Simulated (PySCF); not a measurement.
Si(F)3(SiH3) (F3H3Si2), SMILES F[Si](F)(F)[SiH3].

Coordinates come from a PBE0-D3(BJ)/def2-SVP optimisation.

Computed with TDDFT-PBE/def2-SVPD (PySCF).

Vertical excitations; the highest root listed may be one member of a degenerate set. Isolated molecule, no solvent. State labels are in the subgroup Cs.

Estimate the UV-visible absorptions. (The exact figures need the calculation; the answer reports its results.)


```
state  symmetry  energy (eV)  λ (nm)      f                                                  main pairs
-----  --------  -----------  ------  -----  ----------------------------------------------------------
S1           A'         7.51     165  0.033                                HOMO→LUMO+1 (degenerate set)
S2           A"         7.51     165  0.033                                  HOMO→LUMO (degenerate set)
S3           A'         7.71     161  0.149                                            HOMO→LUMO+2 85 %
S4           A"         7.98     155  0.000                        HOMO−2→LUMO 50 %, HOMO−1→LUMO+1 50 %
S5           A'         8.17     152  0.025      HOMO→LUMO+3 65 %, HOMO−2→LUMO+1 14 %, HOMO−1→LUMO 14 %
S6           A"         8.29     150  0.010  HOMO−1→LUMO+1, HOMO−2→LUMO, HOMO−1→LUMO+2 (degenerate set)
S7           A'         8.29     150  0.010  HOMO−1→LUMO, HOMO−2→LUMO+1, HOMO−2→LUMO+2 (degenerate set)
S8           A'         8.55     145  0.061                              HOMO−2→LUMO+2 (degenerate set)
S9           A"         8.55     145  0.061                              HOMO−1→LUMO+2 (degenerate set)
S10          A'         8.83     140  0.151                                            HOMO→LUMO+4 72 %
T1           A'         6.47     192      0                                HOMO→LUMO+1 (degenerate set)
T2           A"         6.47     192      0                                  HOMO→LUMO (degenerate set)
T3           A'         7.17     173      0                          HOMO→LUMO+2 82 %, HOMO→LUMO+3 16 %
T4           A'         7.32     169      0      HOMO−1→LUMO 41 %, HOMO−2→LUMO+1 41 %, HOMO→LUMO+3 11 %
```
Triplets are in the Tamm–Dancoff approximation, which puts them higher than full response would, so one can lie above its singlet here.
